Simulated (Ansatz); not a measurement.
Mulliken charges of CHOSbSe, SMILES `O=[C]1[Se][SbH]1` from PBE/def2-TZVPP in Ansatz (PBE0-D4/def2-TZVP geometry).

| atom | x (Å) | y (Å) | z (Å) | charge (e) |
| --- | --- | --- | --- | --- |
| O1 | 0.922 | -1.617 | 0.713 | -0.140 |
| C2 | 0.173 | -0.762 | 0.414 | 0.000 |
| Se3 | -1.595 | -0.633 | -0.303 | -0.104 |
| Sb4 | -0.106 | 1.422 | 0.336 | 0.315 |
| H5 | 0.655 | 1.516 | -1.201 | -0.072 |

By hand: the dipole of these point charges (1 e Å = 4.8032 D).

Σ q r = (-0.044, 0.631, 0.124) e Å, of length 0.645 e Å = 3.10 D.

How does the dipole of the full density compare? (Estimate.)

Computed: (-0.095, 0.489, -0.004) e Å, 2.39 D; the point charges give 1.30 times that, at 13° from its direction.

Point charges leave out the atoms' own dipoles, such as those of lone pairs, and Mulliken's split depends on the basis, so the two needn't agree.
